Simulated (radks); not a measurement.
Results of a calculation; reference values are marked as such.
Q: Te20+, configuration [Ar] 3d10 4s2 4p2 (the NIST ground configuration). Level of theory: Dirac Kohn-Sham, BLYP, spin-unpolarised, spherical densities, finite nucleus; open shells are shared between the two j in proportion to 2j + 1; Fermi nuclear charge, rms radius 4.7423 fm (a radial shooting solver on a logarithmic mesh with Libxc functionals). Some entries of the table are withheld. Estimate them.

orbital      occ.  eigenvalue (hartree)  <r^2> (bohr^2)
1s1/2           2             -1182.755             (1)
2s1/2           2             -198.8915         0.01683
2p1/2           2             -187.7654         0.01246
2p3/2           4             -177.6488         0.01375
3s1/2           2             -55.19155          0.1159
3p1/2           2             -50.62780             (2)
3p3/2           4             -48.69190             (3)
3d3/2           4             -40.70643         0.09820
3d5/2           6             -40.29488          0.1004
4s1/2           2             -23.28008          0.5214
4p1/2    0.666667                   (4)          0.5404
4p3/2     1.33333                   (5)          0.5669

A: 
(1) 1s1/2 <r^2> (bohr^2): 0.001048
(2) 3p1/2 <r^2> (bohr^2): 0.1102
(3) 3p3/2 <r^2> (bohr^2): 0.1180
(4) 4p1/2 eigenvalue (hartree): -21.54165
(5) 4p3/2 eigenvalue (hartree): -21.02187
